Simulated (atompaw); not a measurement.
**Before and after: PAW (atompaw) potential for scandium**

```
Element                 : scandium
Generator               : atompaw 4.2.0.5
Type                    : PAW
Functional              : PBE
Relativity              : scalar-relativistic
Frozen core             : [Ne]
Valence charge          : 11
Reference configuration : 3s2 3p6 3d2 4s1 4p0
Partial waves           : 3s (bound): rc 1.90 bohr; 4s (bound): rc 2.55 bohr; 3p (bound): rc 1.30 bohr; 4p (bound, empty): rc 2.55 bohr; 3d (bound): rc 2.55 bohr; 3d channel at 1.45 Ry: rc 1.35 bohr
Local potential         : troulliermartins scheme with l = 3 at 0 Ry, radius 1.85 bohr
Core correction         : smooth core density matched at 1.70 bohr
Augmentation charge     : besselshape compensation charge, radius 2.30 bohr; PAW radius 2.55 bohr; waves and projectors: custom polynom2 7 10 vanderbiltortho
```

Change: local potential troulliermartins scheme with l = 3 at 0 Ry, radius 2.02 bohr.

Cutoffs: the cutoffs (Ry, on a coarse ladder) from which the occupation-weighted sum of valence levels, in a spherical-Bessel basis at the reference potential, stays within 10 and 1 mRy of its value at 400 Ry; they do not see the model core or the augmentation charge, which bear on the density cutoff.

**Question.** What does the change do?

**Answer.** The potential gets harder (50 Ry and 260 Ry → 55 Ry and 300 Ry); neither file shows a bound ghost.

| quantity | base | changed |
| --- | --- | --- |
| cutoff, loose | 50 Ry | 55 Ry |
| cutoff, tight | 260 Ry | 300 Ry |
| bound ghosts | none | none |
| s: phases at 2.55 bohr within 0.05 rad from the reference energy up to (Ry; the scan ends near 5) | 0.5 | 0.6 |
| p: phases at 2.55 bohr within 0.05 rad from the reference energy up to (Ry; the scan ends near 5) | 0.4 | 0.8 |
| d: phases at 2.55 bohr within 0.05 rad from the reference energy up to (Ry; the scan ends near 5) | 2.2 | 2.2 |
| lowest overlap eigenvalue by channel | s 0.40, p 0.49, d 0.96 | s 0.40, p 0.49, d 0.96 |

 The cutoffs see the waves, projectors and local potential, not the compensation charge or the core.
